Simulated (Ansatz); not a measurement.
Li₂Al₂⁺ was relaxed with PBE-D4 (def2-TZVP) in Ansatz in these states: charge +1 doublet, charge +1 quartet. The geometries follow in no particular order.

A:

```xyz
4

Al   -1.313   -0.291    0.857
Al    0.942    1.190    0.489
Li    1.202   -1.718    0.454
Li   -0.831    0.819   -1.800
```

B:

| atom | x (Å) | y (Å) | z (Å) |
| --- | --- | --- | --- |
| Al1 | 1.092 | -1.007 | -0.757 |
| Al2 | 1.040 | 1.295 | 0.151 |
| Li3 | -1.538 | 0.398 | -1.100 |
| Li4 | -0.594 | -0.686 | 1.706 |

Problem. Judge from the bond lengths which geometry belongs to which state (an estimate).

Solution. A is the charge +1 quartet (Al1–Al2 2.722 Å); B is the charge +1 doublet (Al1–Al2 2.475 Å).

At PBE0-D4/def2-TZVP a doublet lies 0.34 eV below the charge +1 quartet. These are the stationary points nearest to one start from a short search; other shapes may lie lower in each state.
